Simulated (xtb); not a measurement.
H6O7Si2, triplet, at the geometry of the source list (a higher spin typed on purpose: for a closed-shell molecule this is an excited state). Base run: GFN0-xTB in xtb.

The xtb input:
```
$ xtb mol.xyz --gfn 0 --uhf 2 --json

# file mol.xyz
15

O      2.80810000     0.41600000     0.64760000
Si     1.46310000    -0.42440000     0.32690000
O      1.66050000    -1.34630000    -0.98680000
O      1.13080000    -1.36690000     1.59840000
O      0.27490000     0.66570000     0.04810000
Si    -1.29640000     0.50770000    -0.28770000
O     -1.74180000     1.81820000    -1.14100000
O     -1.48810000    -0.89340000    -1.09230000
O     -2.24410000     0.43120000     1.02340000
H      3.16180000     0.98130000    -0.03060000
H      0.87640000    -1.76070000    -1.34010000
H      1.17170000    -0.99450000     2.47420000
H     -1.17380000     2.11840000    -1.84410000
H     -2.33050000    -1.33300000    -1.00620000
H     -2.27280000     1.18080000     1.61010000
```

The base run was repeated with changes; each row names its change, and settings that it needs were set with it.

| change | ΔE vs base (kJ/mol) |
|---|---|
| base | 0.00 |
| acc = 30 | 0.00 |
| etemp = 1000 | -12.56 |
